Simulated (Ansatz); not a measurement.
[ICl2]- (ICl2⁻). The state is a singlet with charge -1. Geometry r2SCAN-D4/def2-TZVPD, basis def2-TZVPD, Ansatz.

```csv
run,HOMO (eV),LUMO (eV)
A,-1.82,1.33
B,-1.68,1.03
C,-1.91,1.46
D,-2.76,1.95
E,-2.36,1.60
F,-2.52,1.76
```

In the def2 sets I takes a core potential; there is no spin–orbit coupling. B3LYP takes the VWN-RPA correlation. HSE06 is defined as in plane-wave codes, on full-range PBE exchange.

Problem. The runs used B3LYP, B97M-V, HSE06, LDA (SPW92), PBE0, r2SCAN. Estimate which is which.

Solution. A r2SCAN (0 % exact exchange); B LDA (SPW92) (0 % exact exchange); C B97M-V (0 % exact exchange); D PBE0 (25 % exact exchange); E HSE06 (range-separated); F B3LYP (20 % exact exchange). Exact exchange lowers occupied and raises empty levels; among semilocal functionals meta-GGAs tend to open the gap a little, and such runs are hard to tell apart. The gap grows from 2.71 eV (LDA (SPW92)) to 4.71 eV (PBE0).
